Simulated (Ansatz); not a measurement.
Input for Ansatz (an electronic-structure program): R-B3LYP-D3(BJ)/def2-TZVP on H2Zn (SMILES [ZnH2]).

Ansatz 0.2 input:
```yaml
crystal:
  periodic: [false, false, false]
  atoms:
    - {symbol: Zn, position_ang: [0.00013690, 0.00836237, -0.00822414]}
    - {symbol: H, position_ang: [0.23438224, -1.48764012, 0.05895060]}
    - {symbol: H, position_ang: [-0.25939569, 1.51490646, -0.10356620]}
basis:
  gaussian:
    orbitals: def2-TZVP
hamiltonian:
  xc: b3lyp
  dispersion: d3bj
relax: {f_tol: 0.003, max_steps: 120}
```

It printed:

```
WARN ansatz: RAYON_NUM_THREADS=1 ignored (pool sized by the plan → 1); use --threads N
Functional definition: B3LYP
integrals: 0.01 GiB planned
544 factors; integrals over basis functions are off by at most 5.1e-4 eV
mean field: 0.15 GiB planned
mean field evaluation 1: about -48451.6980 eV, gradient 3.8e1 eV
mean field evaluation 2: about -48449.4398 eV, gradient 7.6e1 eV
mean field evaluation 4: about -48453.1243 eV, gradient 5.6e-1 eV
mean field evaluation 8: about -48453.1228 eV, gradient 1.8e-3 eV
mean field -48453.12282060 eV, -1780.6194209510 hartree, gradient 1.4e-5 eV, S^2 0.000000; 0 other end points of the search recorded, 0 dependent functions left out
the calculation of the forces begins
reference -48453.12302900 eV, -1780.6194286093 hartree; 16, 16 occupied and 44, 44 virtual orbitals, 544 factors
relax step   1: F+E_penalty+E_count = -48453.15766068 eV  Δ(F+E_penalty+E_count) = +0.000e0 eV  max|allowed force component| = 3.873e-1 eV/Å  Δτ_max = 0.0000 Å  (23 SCF iters, accepted)
these checks for a lower state are left out or cut short: starts, cluster_reference, orbital_swaps, neighbouring_geometries, increment
integrals: 0.01 GiB planned
544 factors; integrals over basis functions are off by at most 5.4e-4 eV
mean field: 0.15 GiB planned
mean field evaluation 16: about -48453.1292 eV, gradient 2.0e-2 eV
mean field -48453.12919247 eV, -1780.6196551129 hartree, gradient 3.5e-5 eV, S^2 0.000000; 0 other end points of the search recorded, 0 dependent functions left out
the calculation of the forces begins
reference -48453.12940132 eV, -1780.6196627878 hartree; 16, 16 occupied and 44, 44 virtual orbitals, 544 factors
relax step   2: F+E_penalty+E_count = -48453.16398259 eV  Δ(F+E_penalty+E_count) = -6.322e-3 eV  max|allowed force component| = 1.294e-1 eV/Å  Δτ_max = 0.0161 Å  (23 SCF iters, accepted)
these checks for a lower state are left out or cut short: starts, cluster_reference, orbital_swaps, neighbouring_geometries, increment
integrals: 0.01 GiB planned
544 factors; integrals over basis functions are off by at most 5.5e-4 eV
mean field: 0.15 GiB planned
mean field -48453.12996548 eV, -1780.6196835203 hartree, gradient 3.4e-5 eV, S^2 0.000000; 0 other end points of the search recorded, 0 dependent functions left out
the calculation of the forces begins
reference -48453.13017454 eV, -1780.6196912030 hartree; 16, 16 occupied and 44, 44 virtual orbitals, 544 factors
relax step   3: F+E_penalty+E_count = -48453.16473258 eV  Δ(F+E_penalty+E_count) = -7.500e-4 eV  max|allowed force component| = 3.503e-3 eV/Å  Δτ_max = 0.0077 Å  (24 SCF iters, accepted)
these checks for a lower state are left out or cut short: starts, cluster_reference, orbital_swaps, neighbouring_geometries, increment
integrals: 0.01 GiB planned
544 factors; integrals over basis functions are off by at most 5.5e-4 eV
mean field: 0.15 GiB planned
mean field -48453.12996702 eV, -1780.6196835770 hartree, gradient 8.6e-6 eV, S^2 0.000000; 0 other end points of the search recorded, 0 dependent functions left out
the calculation of the forces begins
reference -48453.13017608 eV, -1780.6196912599 hartree; 16, 16 occupied and 44, 44 virtual orbitals, 544 factors
relax step   4: F+E_penalty+E_count = -48453.16473357 eV  Δ(F+E_penalty+E_count) = -9.838e-7 eV  max|allowed force component| = 2.375e-5 eV/Å  Δτ_max = 0.0004 Å  (18 SCF iters, accepted)
integrals: 0.01 GiB planned
544 factors; integrals over basis functions are off by at most 5.5e-4 eV
mean field: 0.15 GiB planned
mean field evaluation 32: about -48453.1300 eV, gradient 8.6e-6 eV
mean field -48453.12996702 eV, -1780.6196835770 hartree, gradient 8.6e-6 eV, S^2 0.000000; 1 other end points of the search recorded, 0 dependent functions left out
the calculation of the forces begins
reference -48453.13017608 eV, -1780.6196912599 hartree; 16, 16 occupied and 44, 44 virtual orbitals, 544 factors
Total energy: -48453.16494263 eV, -1780.6209689068 hartree
Atom 0 at    -0.008294     0.011875    -0.017616 Å, force     0.000007     0.000024     0.000011 eV/Å
Atom 1 at     0.241917    -1.509535     0.064745 Å, force    -0.000002    -0.000020    -0.000005 eV/Å
Atom 2 at    -0.258499     1.533289    -0.099969 Å, force    -0.000005    -0.000004    -0.000006 eV/Å
Dipole moment:    -0.000002    -0.000001    -0.000002 e Å
```

The calculation finished and met its thresholds.

Cost: around 7 core-seconds (rough).
